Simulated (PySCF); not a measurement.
# LaN: energy against distance

Set-up: La x2c-TZVPPall, N x2c-TZVPPall; spin-free X2C with a Gaussian nucleus (PySCF 2.14). Energies in eV from La (5d1 6s2) + N in their ground configurations at the same level. State: singlet, about 0.2 electrons in the 4f shell (Mulliken).

All columns are PBEsol. A positive dipole means La(−)N(+).

```json
{"R (Å)": "1.548", "E (eV)": "-4.755", "μ (D)": "-5.54", "Mulliken charge on La (basis-dependent)": "0.43", "HOMO (eV)": "-3.65", "LUMO (eV)": "-1.78", "Mayer bond order": "3.05", "⟨S²⟩": "0.00"}
{"R (Å)": "1.620", "E (eV)": "-5.784", "μ (D)": "-6.06", "Mulliken charge on La (basis-dependent)": "0.45", "HOMO (eV)": "-3.61", "LUMO (eV)": "-1.90", "Mayer bond order": "3.05", "⟨S²⟩": "0.00"}
{"R (Å)": "1.692", "E (eV)": "-6.369", "μ (D)": "-6.53", "Mulliken charge on La (basis-dependent)": "0.46", "HOMO (eV)": "-3.55", "LUMO (eV)": "-2.02", "Mayer bond order": "3.06", "⟨S²⟩": "0.00"}
{"R (Å)": "1.746", "E (eV)": "-6.592", "μ (D)": "-6.83", "Mulliken charge on La (basis-dependent)": "0.47", "HOMO (eV)": "-3.51", "LUMO (eV)": "-2.11", "Mayer bond order": "3.06", "⟨S²⟩": "0.00"}
{"R (Å)": "1.800", "E (eV)": "-6.675", "μ (D)": "-7.10", "Mulliken charge on La (basis-dependent)": "0.48", "HOMO (eV)": "-3.47", "LUMO (eV)": "-2.19", "Mayer bond order": "3.07", "⟨S²⟩": "0.00"}
{"R (Å)": "1.854", "E (eV)": "-6.648", "μ (D)": "-7.31", "Mulliken charge on La (basis-dependent)": "0.48", "HOMO (eV)": "-3.43", "LUMO (eV)": "-2.28", "Mayer bond order": "3.07", "⟨S²⟩": "0.00"}
{"R (Å)": "1.926", "E (eV)": "-6.481", "μ (D)": "-7.52", "Mulliken charge on La (basis-dependent)": "0.49", "HOMO (eV)": "-3.40", "LUMO (eV)": "-2.38", "Mayer bond order": "3.07", "⟨S²⟩": "0.00"}
{"R (Å)": "2.016", "E (eV)": "-6.124", "μ (D)": "-7.66", "Mulliken charge on La (basis-dependent)": "0.51", "HOMO (eV)": "-3.38", "LUMO (eV)": "-2.50", "Mayer bond order": "3.06", "⟨S²⟩": "0.00"}
{"R (Å)": "2.124", "E (eV)": "-5.560", "μ (D)": "-7.70", "Mulliken charge on La (basis-dependent)": "0.52", "HOMO (eV)": "-3.41", "LUMO (eV)": "-2.63", "Mayer bond order": "3.05", "⟨S²⟩": "0.00"}
{"R (Å)": "2.268", "E (eV)": "-4.698", "μ (D)": "-7.69", "Mulliken charge on La (basis-dependent)": "0.53", "HOMO (eV)": "-3.51", "LUMO (eV)": "-2.80", "Mayer bond order": "3.04", "⟨S²⟩": "0.00"}
```

A fit through these points gives, at Re = 1.812 Å, μ = -7.15 D and dμ/dR = -4.24 D/Å; the reduced mass is 12.72 u.

**Question.** How strong is the fundamental in the double-harmonic approximation, I = 42.26·(dμ/dR)²/μred km/mol?

**Answer.** I = 42.26·(-4.24)²/12.72 = 59.7 km/mol at PBEsol.

These are scalar-relativistic numbers at best; spin–orbit coupling would shift them, the dissociation energy most.
